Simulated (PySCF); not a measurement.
Species: CH8N2Si2.
Atom-mapped SMILES: `[CH2:1]=[N:2][SiH2:3][NH:4][SiH3:5]` (hydrogens: H6, H7 on C1; H8, H9 on Si3; H10 on N4; H11, H12, H13 on Si5)

Jobs on this species (13 atoms, 56 electrons) with PySCF (density fitting). Hardware of each: an Arm Neoverse V1 with one thread, on a shared host. The host was shared with other jobs, so the times are rough. Peak memory is the resident size of the whole Python process, interpreter and libraries included.

Task: Rank these jobs by wall time, shortest first.
A. delta-SCF UKS PBE, pcX-2 on the ionised atom, pcseg-1 elsewhere, spin-free X2C; ΔSCF core ionisation, 7 holes; 160 basis functions
B. PBE0-D3(BJ)/def2-SVP, grid level 1; geometry optimisation from a GFN2-xTB start shaken at random; 118 basis functions
C. delta-SCF UKS SCAN, pcX-2 on the ionised atom, pcseg-1 elsewhere, non-relativistic; ΔSCF core ionisation, 7 holes; 160 basis functions

Result: A (29 s), C (50 s), B (1.7 min).

All jobs:

| level and settings | work | basis functions | SCF cycles | wall time | peak memory |
| --- | --- | --- | --- | --- | --- |
| delta-SCF UKS PBE, pcX-2 on the ionised atom, pcseg-1 elsewhere, spin-free X2C | ΔSCF core ionisation, 7 holes | 160 | 112 | 29 s | 0.54 GiB |
| delta-SCF UKS HF, pcX-2 on the ionised atom, pcseg-1 elsewhere, spin-free X2C | ΔSCF core ionisation, 7 holes | 160 | 99 | 35 s | 0.52 GiB |
| delta-SCF UKS SCAN, pcX-1 on the ionised atom, pcseg-1 elsewhere, spin-free X2C | ΔSCF core ionisation, 7 holes | 140 | 112 | 42 s | 0.52 GiB |
| delta-SCF UKS SCAN, pcX-2 on the ionised atom, pcseg-1 elsewhere, spin-free X2C | ΔSCF core ionisation, 7 holes | 160 | 111 | 47 s | 0.52 GiB |
| delta-SCF UKS SCAN, def2-TZVP on the ionised atom, pcseg-1 elsewhere, spin-free X2C | ΔSCF core ionisation, 7 holes | 137 | 112 | 49 s | 0.52 GiB |
| delta-SCF UKS SCAN, pcX-2 on the ionised atom, pcseg-1 elsewhere, non-relativistic | ΔSCF core ionisation, 7 holes | 160 | 110 | 50 s | 0.52 GiB |
| delta-SCF UKS PBE0, pcX-2 on the ionised atom, pcseg-1 elsewhere, spin-free X2C | ΔSCF core ionisation, 7 holes | 160 | 101 | 57 s | 0.67 GiB |
| delta-SCF UKS B3LYP, pcX-2 on the ionised atom, pcseg-1 elsewhere, spin-free X2C | ΔSCF core ionisation, 7 holes | 160 | 102 | 59 s | 0.60 GiB |
| PBE0-D3(BJ)/def2-SVP, grid level 1 | geometry optimisation from a GFN2-xTB start shaken at random | 118 | 133 | 1.7 min | 0.51 GiB |

Task: What do all jobs in the table cost together?

Result: About 7.8 min; the longest takes about 22 % of that, and about 3.5 times as long as the shortest.
